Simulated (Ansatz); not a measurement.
Consider the substitution at a C–Ga bond: `C/C=[CH]\[GaH][SH]` + `[NH2][AlH2]` → `C/C=C\[NH][AlH2]` + `[SH][GaH2]`.

Calculated with Ansatz (gas phase, PBE0-D4/def2-TZVP geometries, no zero-point term in ΔE). CCSD(T)/CBS is the MP2 limit (def2-TZVPP, def2-QZVPP) plus CCSD(T) − MP2 in def2-TZVPP, frozen cores. This one scheme is used for every species. Double bonds are as drawn, so ΔE can hold a change between cis and trans. Functionals use def2-TZVPP. B3LYP here is the variant with VWN-RPA as its local correlation; programs differ in this. For Ga outer-core shells are correlated without core-valence functions, which leaves a few kJ/mol of doubt a bond. Scalar relativity is left out up to krypton. One conformer a species, not always the lowest.

| level | ΔE (eV) |
| --- | --- |
| B3LYP | 0.31 |
| CCSD(T)/def2-TZVPP | 0.44 |
| SCS-MP2/def2-QZVPP | 0.46 |
| MP2/CBS(def2) | 0.50 |

**Question.** What does CCSD(T)/CBS give? (Best estimate.)

**Answer.** The calculation gave: +0.48 eV. The listed levels differ from it by -0.17, -0.04, -0.02, 0.02 eV.

Largest T1 diagnostic among the species: 0.013.

In def2-TZVPP, CCSD(T) changes the Hartree–Fock value by +0.10 eV (the triples alone add +0.01 eV) and MP2 by +0.12 eV. The D4 term adds +0.04 eV with B3LYP and +0.03 eV with PBE0; it sums over pairs of atoms, weighted by their polarisabilities, and B3LYP, whose exchange is more repulsive, gets the larger term.
